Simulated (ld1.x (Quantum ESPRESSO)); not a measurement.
BLYP RRKJ dataset for Ti, scalar-relativistic all-electron reference.

titanium, norm-conserving RRKJ (Kleinman–Bylander form), made with ld1.x (Quantum ESPRESSO) 7.5 (BLYP, scalar-relativistic). Core [Ar], reference 3d2 4s1.5 4p0.5. Waves: 4s (bound): rc 2.65 bohr; 4p (bound): rc 4.10 bohr; 3d (bound): rc 1.60 bohr. Local part: all-electron potential smoothed inside 4.05 bohr (lloc = -1). Core correction: Bessel-smoothed model core inside 1.65 bohr. rho0 = 0.01.

(1) Estimate the cutoffs (Ry, on a coarse ladder) from which the occupation-weighted sum of valence levels, in a spherical-Bessel basis at the reference potential, stays within 10 and 1 mRy of its value at 400 Ry.

(2) Does the potential have ghost states?

(3) Which valence shell sets the plane-wave cutoff?

(4) Tests: 3d2 4s2 4p0; 3d2 4s1 4p0; 3d2 4s0 4p0; 3d2 4s1 4p1; 3d1 4s2 4p0; 3d1 4s2 4p1; 3d2 4s1.5 4p0. Which has the largest error in its energy relative to the reference configuration, and how large is it?

Answers

(1) 60 Ry and 70 Ry.

(2) No extra level below or beside the all-electron valence levels (s, p, d, f tested).

(3) 3d: its level needs 70 Ry to come within 1 mRy, against 21 Ry for 4s.

(4) 3d1 4s2 4p1, with -474 meV (all-electron minus pseudo) on +3.19 eV.
